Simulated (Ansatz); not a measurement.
The first iterations of a band of Al2FH3N (7 atoms, charge -1, multiplicity 1).

Computed with Ansatz 0.2.0, RKS r2SCAN/def2-SVP.

```yaml
movable_images: 5
climbing_image: yes
spring: 5.0 eV/Å²
optimiser: quadratic models (default)
start_path: through a guess of the saddle point
force_threshold: 0.05 eV/Å
iteration_limit: 60
end_points: relaxed
```

First end point:

```xyz
7
Properties=species:S:1:pos:R:3
F -1.584 -1.763 -1.859
Al -1.084 -0.241 -1.288
N 0.005 0.019 0.010
Al 1.104 0.276 1.312
H -1.823 0.868 -2.193
H 0.663 0.439 2.871
H 2.718 0.402 1.147
```

Last end point:

```xyz
7
Properties=species:S:1:pos:R:3
F -1.593 -1.911 -1.910
Al -0.579 -1.246 -0.707
N -0.452 0.533 -0.524
Al 0.746 0.192 0.880
H -0.770 1.435 -0.879
H 2.338 0.515 0.712
H 0.309 0.482 2.428
```

| iteration | highest image above the first end (eV) | largest band force component (eV/Å) |
| --- | --- | --- |
| 1 | 34.101 | 65.256 |
| 2 | 16.213 | 20.968 |
| 3 | 11.129 | 12.318 |
| 4 | 7.298 | 6.535 |
| 5 | 4.284 | 3.721 |
| 6 | 3.090 | 6.261 |
| 7 | 2.189 | 2.045 |
| 8 | 1.586 | 1.635 |
| 9 | 1.140 | 0.950 |
| 10 | 0.957 | 0.712 |

Does the band converge within its limit, and where does its top end?

It converged. It ended after 31 iterations with the highest image 2.177 eV above the first end. The profile has 2 maxima (images 2, 5) with wells between them (image 4): this band takes more than one step, which may be the mechanism or a detour left from its start path. Neighbouring images differ by up to 2.1 eV, so the band resolves the path poorly. A vibrational analysis at the climbing image gives one clearly imaginary mode, 1217i cm⁻¹: a first-order saddle point. The orbitals stay closed-shell, which can raise the energy where a bond breaks towards radicals; this wasn't checked here. Limits of this set-up: an anion without diffuse functions.

Time of the run: 2.7 min on 2 threads of Intel(R) Xeon(R) 6975P-C (Granite Rapids), with other jobs on the host, peak memory 0.16 GiB.
